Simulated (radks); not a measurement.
Problem. Dipole-allowed excitations along the series with 4 electrons in [He] 2s2. Calculated with a radial shooting solver on a logarithmic mesh with Libxc functionals: scalar-relativistic Kohn-Sham, LDA (Slater exchange, VWN5 correlation), spin-unpolarised, spherical densities, finite nucleus; Fermi nuclear charge, rms radius of each element as measured or else 0.836 A^(1/3) + 0.57 fm. Time-dependent linear response with the Hartree and adiabatic LDA kernel, continuum included through the Sternheimer equations, no spin-orbit coupling, so fine structure and intercombination lines are absent. Lines are the poles of the dipole polarisability below minus the highest occupied eigenvalue, found on a grid refined at the orbital gaps; the lowest seven at most are given, and weak or close lines can be missed. The first line takes the name of the lowest orbital gap if no other gap lies below it; otherwise a line is named after a gap within 0.6 % of it, if that gap stands alone.

species  -e(HOMO) (eV)  lowest orbital gap (eV)  first line (eV)      f  strongest line (eV)  its f  static alpha (bohr^3)
Sc17+           1177.0             2s-2p 47.473   63.487 (2s-2p)  0.171       699.68 (2s-3p)  0.687                0.03300
Ti18+           1308.4             2s-2p 50.841   67.731 (2s-2p)  0.165       775.68 (2s-3p)  0.694                0.02796
V19+            1447.0             2s-2p 54.382   72.161 (2s-2p)  0.160       855.71 (2s-3p)  0.699                0.02385
Cr20+           1592.7             2s-2p 58.115   76.788 (2s-2p)  0.156       939.81 (2s-3p)  0.704                0.02047
Fe22+           1905.6             2s-2p 66.228   86.727 (2s-2p)  0.149       1120.3 (2s-3p)  0.712                0.01531

Estimate the first line of Mn21+, its oscillator strength and the static polarisability.

Solution. 81.637 eV (2s-2p), f = 0.152, alpha = 0.01766 bohr^3.
